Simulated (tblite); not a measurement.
A geometry optimisation, step by step.

Compound: C4H7PSe.
Numbering: `[CH:1]#[C:2][CH2:3][P@H:4]([CH3:5])=[Se:6]` (hydrogens: H7 on C1; H8, H9 on C3; H10 on P4; H11, H12, H13 on C5)

Computed with GFN2-xTB (tblite), gas phase: L-BFGS steps from a force-field or distance-geometry start until the largest atomic force falls under 0.01 eV/Å. 5 of its 112 geometries are shown.

Step 0: E = -483.5035 eV, largest atomic force 2.055 eV/Å
```
atom  x, y, z in Å  |  force x, y, z in eV/Å
C1      2.548    0.943    0.745   -1.192  -1.029  -0.909
C2      1.778    0.205    0.150    1.405   1.057   1.063
C3      0.859   -0.689   -0.549    0.845  -0.167   0.045
P4     -0.740    0.199   -0.719   -0.369   1.164  -0.011
C5     -1.754   -0.343    0.717   -0.073   0.279   0.241
Se6    -1.619    0.379   -2.587   -0.251  -0.492  -0.431
H7      3.211    1.618    1.245   -0.496  -0.533  -0.378
H8      1.267   -0.934   -1.560   -0.307   0.157   0.555
H9      0.710   -1.633    0.023    0.077   0.462  -0.305
H10    -0.440    1.558   -0.446    0.191  -0.613   0.477
H11    -1.860   -1.446    0.633   -0.174   0.709   0.208
H12    -1.230   -0.047    1.652   -0.319  -0.371  -0.516
H13    -2.734    0.191    0.678    0.665  -0.623  -0.039
```

Step 28: E = -483.7717 eV, largest atomic force 0.148 eV/Å
```
atom  x, y, z in Å  |  force x, y, z in eV/Å
C1      2.577    0.917    0.778   -0.042  -0.034  -0.023
C2      1.830    0.197    0.179   -0.011   0.074   0.065
C3      0.887   -0.596   -0.570    0.063  -0.013   0.019
P4     -0.758    0.253   -0.715    0.098  -0.102  -0.042
C5     -1.758   -0.291    0.714   -0.007   0.001   0.020
Se6    -1.675   -0.018   -2.559   -0.058   0.001  -0.079
H7      3.256    1.526    1.297   -0.023  -0.042  -0.004
H8      1.261   -0.752   -1.590   -0.059  -0.009   0.042
H9      0.729   -1.575   -0.100    0.006   0.038  -0.047
H10    -0.421    1.568   -0.389   -0.032   0.046   0.036
H11    -1.977   -1.351    0.577    0.006  -0.019   0.001
H12    -1.254   -0.131    1.663    0.073   0.020   0.021
H13    -2.701    0.254    0.697   -0.015   0.040  -0.008
```

Step 56: E = -483.8052 eV, largest atomic force 0.090 eV/Å
```
atom  x, y, z in Å  |  force x, y, z in eV/Å
C1      2.408    0.818    0.976   -0.033  -0.012   0.043
C2      1.709    0.198    0.228    0.027  -0.047   0.009
C3      0.872   -0.536   -0.686    0.047   0.004  -0.011
P4     -0.812    0.201   -0.834    0.021  -0.011  -0.002
C5     -1.607   -0.202    0.765    0.007   0.006  -0.003
Se6    -1.801   -0.374   -2.574   -0.053   0.020   0.070
H7      3.026    1.339    1.644   -0.006   0.027  -0.015
H8      1.307   -0.543   -1.691    0.039  -0.016  -0.020
H9      0.742   -1.574   -0.354    0.020   0.004  -0.045
H10    -0.534    1.566   -0.708   -0.029  -0.007   0.016
H11    -1.936   -1.240    0.708   -0.021  -0.019   0.013
H12    -0.899   -0.082    1.584   -0.017   0.039  -0.018
H13    -2.478    0.431    0.925   -0.001   0.012  -0.037
```

Step 83: E = -483.8281 eV, largest atomic force 0.041 eV/Å
```
atom  x, y, z in Å  |  force x, y, z in eV/Å
C1      2.230    0.728    1.102    0.026   0.003   0.029
C2      1.669    0.129    0.231   -0.031  -0.018  -0.019
C3      0.912   -0.533   -0.800   -0.001   0.004   0.000
P4     -0.807    0.144   -0.867    0.015   0.027   0.006
C5     -1.503   -0.124    0.801   -0.008  -0.004  -0.009
Se6    -1.957   -0.548   -2.455   -0.012  -0.004  -0.014
H7      2.760    1.227    1.857    0.013   0.004   0.001
H8      1.365   -0.382   -1.785    0.001   0.003   0.000
H9      0.838   -1.611   -0.616   -0.002   0.001   0.002
H10    -0.548    1.520   -0.847   -0.008  -0.017  -0.012
H11    -1.846   -1.158    0.865    0.019  -0.005   0.005
H12    -0.755    0.075    1.567   -0.011   0.013   0.008
H13    -2.362    0.533    0.929   -0.002  -0.005   0.003
```

Step 111: E = -483.8329 eV, largest atomic force 0.008 eV/Å
```
atom  x, y, z in Å  |  force x, y, z in eV/Å
C1      2.255    0.663    1.129   -0.001  -0.004  -0.005
C2      1.664    0.114    0.244    0.002   0.001   0.004
C3      0.904   -0.510   -0.807   -0.001  -0.004  -0.002
P4     -0.820    0.151   -0.875    0.000  -0.002   0.002
C5     -1.502   -0.095    0.802    0.000  -0.004  -0.002
Se6    -1.967   -0.596   -2.441   -0.001   0.001   0.000
H7      2.802    1.127    1.894    0.001   0.002   0.003
H8      1.363   -0.330   -1.786   -0.004  -0.002   0.004
H9      0.829   -1.594   -0.657    0.004   0.007  -0.002
H10    -0.586    1.530   -0.890    0.001   0.001  -0.002
H11    -1.682   -1.161    0.943    0.000   0.001   0.000
H12    -0.812    0.274    1.559   -0.001   0.001  -0.003
H13    -2.455    0.429    0.868    0.002   0.000   0.000
```

**Question.** Summarise the path.

**Answer.** The energy falls by 31.78 kJ/mol from step 0 to step 111; nine tenths of that is first reached at step 54. It falls at every step. The largest force goes from 2.055 to 0.008 eV/Å. Among the bonds C5–H13 changes most, from 1.117 to 1.089 Å; the atoms move by 0.576 Å rms after alignment.

**Question.** Follow the three bonds and two angles with the largest change from start to end.

**Answer.** 
| step | E above end (kJ/mol) | largest force (eV/Å) | C5–H13 (Å) | C1≡C2 (Å) | C5–H12 (Å) | Se6–P4–H10 (°) | C3–P4–Se6 (°) |
| --- | --- | --- | --- | --- | --- | --- | --- |
| 0 | 31.78 | 2.055 | 1.117 | 1.221 | 1.112 | 100.4 | 119.7 |
| 5 | 11.75 | 0.380 | 1.087 | 1.196 | 1.088 | 108.2 | 119.1 |
| 10 | 8.28 | 0.152 | 1.090 | 1.198 | 1.090 | 115.0 | 116.7 |
| 14 | 7.67 | 0.077 | 1.089 | 1.197 | 1.088 | 115.4 | 116.2 |
| 19 | 6.89 | 0.074 | 1.088 | 1.198 | 1.089 | 115.9 | 114.5 |
| 24 | 6.45 | 0.082 | 1.091 | 1.197 | 1.088 | 115.5 | 114.2 |
| 29 | 5.76 | 0.112 | 1.089 | 1.198 | 1.087 | 115.8 | 113.9 |
| 34 | 5.44 | 0.090 | 1.091 | 1.197 | 1.089 | 115.8 | 114.6 |
| 39 | 5.19 | 0.094 | 1.089 | 1.197 | 1.087 | 115.8 | 114.3 |
| 43 | 4.90 | 0.129 | 1.092 | 1.197 | 1.090 | 115.8 | 114.2 |
| 48 | 4.16 | 0.096 | 1.088 | 1.198 | 1.087 | 115.7 | 113.0 |
| 53 | 3.21 | 0.156 | 1.093 | 1.198 | 1.091 | 115.8 | 112.5 |
| 58 | 2.44 | 0.101 | 1.087 | 1.197 | 1.087 | 115.9 | 113.4 |
| 63 | 1.51 | 0.113 | 1.088 | 1.197 | 1.089 | 116.2 | 114.2 |
| 68 | 0.92 | 0.075 | 1.089 | 1.198 | 1.088 | 115.7 | 115.8 |
| 72 | 0.75 | 0.065 | 1.089 | 1.197 | 1.088 | 115.9 | 115.8 |
| 77 | 0.60 | 0.118 | 1.089 | 1.198 | 1.088 | 116.0 | 115.3 |
| 82 | 0.48 | 0.056 | 1.089 | 1.197 | 1.088 | 116.0 | 114.8 |
| 87 | 0.43 | 0.024 | 1.089 | 1.198 | 1.088 | 115.9 | 114.8 |
| 92 | 0.35 | 0.039 | 1.090 | 1.197 | 1.088 | 116.1 | 114.7 |
| 97 | 0.12 | 0.028 | 1.089 | 1.197 | 1.088 | 116.0 | 114.3 |
| 101 | 0.06 | 0.028 | 1.089 | 1.198 | 1.088 | 115.9 | 114.5 |
| 106 | 0.02 | 0.022 | 1.090 | 1.197 | 1.088 | 115.9 | 114.4 |
| 111 | 0.00 | 0.008 | 1.089 | 1.197 | 1.088 | 116.0 | 114.4 |

The cost below is that of the whole relaxation. Time: 0.62 s wall. Hardware: an Arm Neoverse V1 with one thread, no GPU, shared host.
